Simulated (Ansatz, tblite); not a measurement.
Spin states of Ta4Si3 (the lowest singlet isomer of a short search), each relaxed with PBE-D4/def2-SVP in Ansatz. Electronic energies in the gas phase.

In the def2 sets Ta takes a core potential; there is no spin–orbit coupling. The xTB rows come from tblite. HSE06 is defined as in plane-wave codes, on full-range PBE exchange. The structure comes from a short search, and lower isomers may exist.

Singlet geometry:

```xyz
7

Ta    1.584   -0.672   -0.713
Ta   -0.683   -1.816   -0.256
Ta    0.175    1.393    0.930
Ta    0.735   -0.902    1.700
Si   -1.830   -0.051    1.169
Si   -0.957    0.328   -1.429
Si    0.976    1.721   -1.402
```

Triplet geometry:

Cartesian coordinates in Å:
```
Ta -0.380 -0.003 1.709
Ta -1.012 -1.591 -0.294
Ta 0.324 1.469 -0.178
Ta -2.129 0.672 -0.303
Si -0.392 0.026 -2.160
Si 1.385 -1.032 -0.184
Si 2.206 0.460 1.410
```

Quintet geometry:

```xyz
7

Ta    1.342   -0.796   -0.696
Ta    0.954    1.326    0.798
Ta   -1.195   -0.429   -0.457
Ta    0.144    1.481   -1.693
Si   -1.370    2.091    0.209
Si    0.262   -0.906    1.670
Si   -0.137   -2.766    0.170
```

⟨S²⟩: triplet 2.05 at PBE0-D4/def2-TZVP (pure 2.00), quintet 6.11 at PBE0-D4/def2-TZVP (pure 6.00).

Run but left out: HF/def2-TZVP, MP2/def2-TZVP (singlet: restricted singlet, unstable towards broken spin symmetry); LC-ωPBE/def2-TZVP (quintet: ⟨S²⟩ 6.30, where a pure state has 6.00).

Only these spin states were relaxed. Higher spins weren't run and may lie lower.

```
              level  triplet − singlet (kcal/mol)  quintet − singlet (kcal/mol)  lowest of these
           GFN1-xTB                          13.9                          46.0          singlet
   PBE-D4/def2-TZVP                           0.0                          11.7              tie
r2SCAN-D4/def2-TZVP                          -3.6                           4.1          triplet
  PBE0-D4/def2-TZVP                          -2.7                           6.1          triplet
 HSE06-D4/def2-TZVP                          -2.7                           6.6          triplet
```

Change of the quintet − singlet gap on mixing in exact exchange, in kcal/mol: PBE to PBE0 (25 % exact exchange) -5.6.

The xTB methods have no term that favours high spin, so they put low spin too low.
